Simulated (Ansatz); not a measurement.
This geometry of FH3OSi + H2O (9 atoms, charge 0, multiplicity 1) is a first-order saddle point.

All numbers below come from RKS B3LYP-D4/def2-SVP in Ansatz 0.2.0.

```xyz
9
Properties=species:S:1:pos:R:3
Si -0.434 -0.233 0.330
F 0.912 -1.648 0.364
H -1.309 -1.188 -0.389
H -0.252 -0.162 1.793
O -1.218 1.252 0.138
H 1.447 -0.723 -0.297
O 1.040 0.232 -0.710
H -1.652 1.390 -0.713
H 1.466 1.079 -0.515
```

**Question.** Which two structures does it join? (They come from a converged band through this point; their orientation in space is the band's.)

**Answer.** Bonds broken: Si1–F2, H6–O7. Bonds formed: Si1–O7, F2–H6. FH3OSi + H2O becomes FH + H4O2Si.

Initial state:

```xyz
9
Properties=species:S:1:pos:R:3
Si -0.950 -0.609 0.785
F 0.600 -1.172 0.700
H -1.752 -1.562 -0.024
H -1.363 -0.608 2.207
O -0.942 0.929 0.217
H 1.493 -0.067 -0.799
O 1.260 0.683 -1.373
H -0.295 1.068 -0.512
H 1.949 1.339 -1.201
```

Final state:

```xyz
9
Properties=species:S:1:pos:R:3
Si -0.580 0.092 0.271
F 1.671 -2.068 0.189
H -1.183 -1.118 -0.332
H -0.334 -0.004 1.726
O -1.535 1.438 0.087
H 1.604 -1.239 -0.255
O 0.879 0.272 -0.570
H -1.937 1.584 -0.778
H 1.415 1.043 -0.339
```

**Question.** How far does it lie above each of them?

**Answer.** 30.7 kcal/mol above the first and 17.7 kcal/mol above the second. This is the barrier of this one path; another mechanism may lie lower. The orbitals stay closed-shell, which can raise the energy where a bond breaks towards radicals; this wasn't checked here.

Run time: 3.6 min on 2 threads of Arm Neoverse V1, on a shared host, peak memory 0.16 GiB.
